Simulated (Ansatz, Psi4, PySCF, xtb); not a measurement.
Noncovalent pair: H2O (SMILES O) (first 3 atoms) with CHN (SMILES C#N); geometry from B3LYP-D3(BJ)/def2-TZVP, rigid monomers moved along the line of their centres of mass till H3···N5 is 2.43 Å.
(charge 0, multiplicity 1):
```xyz
6

O     -0.14302     0.06523    -0.65726
H      0.79134    -0.06066    -0.84780
H     -0.20066     0.07223     0.30791
C     -0.28977     0.08026     3.87141
N     -0.14962     0.06264     2.73580
H     -0.42150     0.09679     4.93027
```

Counterpoise-corrected where a basis set is named; no monomer relaxation. Rows marked so take none.

Frozen-core correlation. CBS(a, b) extrapolates the correlation energy as X⁻³ and adds the Hartree–Fock energy of set b. Rows in 3-21G, 6-31G* carry no dispersion term and start afresh at each structure (6-31G* with six Cartesian d functions).

Codes used: Ansatz (Gaussian orbitals); Psi4 for SAPT; PySCF for 3-21G rows, 6-31G* rows, the dispersion terms; xtb for the GFN methods. Values without a source in brackets are computed.

```json
[
 {"level": "GFN-FF", "interaction energy (meV)": "-186.0"},
 {"level": "BP86/6-31G* (no counterpoise)", "interaction energy (meV)": "-148.1"},
 {"level": "B3LYP/3-21G (no counterpoise)", "interaction energy (meV)": "-242.1"},
 {"level": "B3LYP/6-31G* (no counterpoise)", "interaction energy (meV)": "-169.0"},
 {"level": "B3LYP-D3(BJ)/def2-TZVPPD", "interaction energy (meV)": "-154.0"},
 {"level": "CCSD(T)/aug-cc-pVDZ", "interaction energy (meV)": "___"},
 {"level": "CCSD(T)/aug-cc-pVTZ", "interaction energy (meV)": "-149.8"},
 {"level": "CCSD(T)/CBS(aug-cc-pVDZ, aug-cc-pVTZ)", "interaction energy (meV)": "-152.1"},
 {"level": "SAPT0/jun-cc-pV(D+d)Z", "interaction energy (meV)": "-156.9"}
]
```

### Question
Some entries are withheld; supply them.

### Answer

- CCSD(T)/aug-cc-pVDZ, interaction energy (meV): -144.2

Ansatz is a program for electronic structure.
